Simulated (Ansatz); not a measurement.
The first iterations of a band of F2H2O2Si (7 atoms, charge 0, multiplicity 1).

The calculation used RKS PBE-D4/6-31G* in Ansatz 0.2.0.

```yaml
movable_images: 5
climbing_image: yes
spring: 2.0 to 10.0 eV/Å², energy-weighted
optimiser: quadratic models (default)
start_path: through a guess of the saddle point
force_threshold: 0.05 eV/Å
iteration_limit: 60
end_points: relaxed
```

First end point:

```xyz
7
Properties=species:S:1:pos:R:3
O -1.154 0.419 0.918
Si -0.011 -0.017 -0.177
O 1.359 -0.358 0.663
F -0.438 -1.303 -1.050
F 0.191 1.173 -1.245
H -1.804 1.066 0.587
H 1.918 -1.047 0.259
```

Last end point:

```xyz
7
Properties=species:S:1:pos:R:3
O -1.394 0.647 0.407
Si -0.102 -0.004 -0.368
O 1.047 -0.340 0.768
F -0.530 -1.322 -1.181
F 0.445 1.011 -1.487
H -1.279 0.677 1.376
H 1.875 -0.737 0.438
```

| iteration | highest image above the first end (eV) | largest band force component (eV/Å) |
| --- | --- | --- |
| 1 | 2.577 | 27.154 |
| 2 | 0.143 | 1.764 |
| 3 | 0.100 | 1.592 |
| 4 | 0.080 | 1.527 |

Problem. Does the band converge within its limit, and where does its top end?

Solution. The run converged. It ended after 12 iterations with the highest image 0.018 eV above the first end. Beside the main top the profile has a ripple of under 15 meV (maxima at images 1, 4), which may be a very shallow well or noise. Another band between the same ends (5 images) ends at a top of the same energy, where a vibrational analysis finds 1 clearly imaginary mode.

Time of the run: 2.1 min on 1 thread of Intel(R) Xeon(R) Processor @ 2.70GHz, with other jobs on the host, peak memory 0.15 GiB.
